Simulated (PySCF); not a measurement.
Numbering as in the mapped SMILES `[CH3:1][CH2:2][c:3]1[o:4][c:5]2[cH:6][cH:7][cH:8][cH:9][c:10]2[p:11]1`. Each H is labelled by its parent atom.

[PySCF 2.14.0 with density-fitted response routines: coordinates at the GFN2-xTB level; shielding tensors at PBE0/pcSseg-1 (GIAO); non-relativistic Hamiltonian; isolated molecule; equivalent nuclei averaged; single conformer]

**Question.** Predict the 2D correlation tables (HSQC, COSY, HMBC).

**Answer.** 

HSQC (one-bond C–H):
```
          δH          δC
8.38 (H(C9))  134.7 (C9)
7.91 (H(C6))  118.3 (C6)
7.71 (H(C7))  130.9 (C7)
7.56 (H(C8))  127.4 (C8)
3.13 (H(C2))   31.6 (C2)
1.63 (H(C1))   13.5 (C1)
```

COSY cross peaks (H two or three bonds apart, from the bond graph; peaks can be absent where the dihedral angle is near 90°):
```
          δH            δH
8.38 (H(C9))  7.56 (H(C8))
7.91 (H(C6))  7.71 (H(C7))
7.71 (H(C7))  7.56 (H(C8))
3.13 (H(C2))  1.63 (H(C1))
```

HMBC (two and three bonds, from the bond graph):
```
          δH                                               δC
8.38 (H(C9))  165.2 (C5), 145.7 (C10), 130.9 (C7), 127.4 (C8)
7.91 (H(C6))  165.2 (C5), 145.7 (C10), 130.9 (C7), 127.4 (C8)
7.71 (H(C7))   165.2 (C5), 134.7 (C9), 127.4 (C8), 118.3 (C6)
7.56 (H(C8))  145.7 (C10), 134.7 (C9), 130.9 (C7), 118.3 (C6)
3.13 (H(C2))                            220.0 (C3), 13.5 (C1)
1.63 (H(C1))                            220.0 (C3), 31.6 (C2)
```

Referencing at the same level of theory: 1H, 13C against TMS.

Shifts are as computed. Against solution values, carbons near 30 ppm lie about +3 ppm off and those near 130 ppm about +5 ppm. Of 1211 compounds with measured shifts, 218 miss one by over three times the rms of a fit or turn the order of signals round; such compounds aren't used in these exercises.
